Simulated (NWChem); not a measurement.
# cyclohexasilane (Si₆H₁₂); SMILES [SiH2]1[SiH2][SiH2][SiH2][SiH2][SiH2]1

```xyz
18

Si     1.4017     1.7100    -0.4042
Si     2.1824    -0.3601     0.4050
Si     0.7805    -2.0706    -0.4060
Si    -1.4017    -1.7100     0.4042
Si    -2.1824     0.3601    -0.4050
Si    -0.7805     2.0706     0.4060
H      1.3607     1.6610    -1.9111
H      2.3222     2.8308     0.0090
H      3.6132    -0.5950    -0.0096
H      2.1204    -0.3517     1.9118
H      0.7595    -2.0136    -1.9129
H      1.2910    -3.4273     0.0101
H     -2.3222    -2.8308    -0.0090
H     -1.3607    -1.6610     1.9111
H     -3.6132     0.5950     0.0096
H     -2.1204     0.3517    -1.9118
H     -0.7595     2.0136     1.9129
H     -1.2910     3.4273    -0.0101
```
Atoms are numbered in this order, from 1.

Computed with NWChem. Pople sets run with spherical d functions. STO-3G and 3-21G are far too small for this property and stand as cheap habits. Geometry: optimised at PBE-D3(BJ)/def2-SVP. No frequency run checked for a minimum. Field at 589 nm.

For level B3LYP/STO-3G:

```
Quantity                          Result
--------------------------------  ------
isotropic polarisability (bohr³)    87.6
anisotropy (bohr³)                  31.2
```

Problem. Estimate the same quantities for level B3LYP/6-31G*.

Solution. 
- isotropic polarisability (bohr³) = 167.1
- anisotropy (bohr³) = 60.4
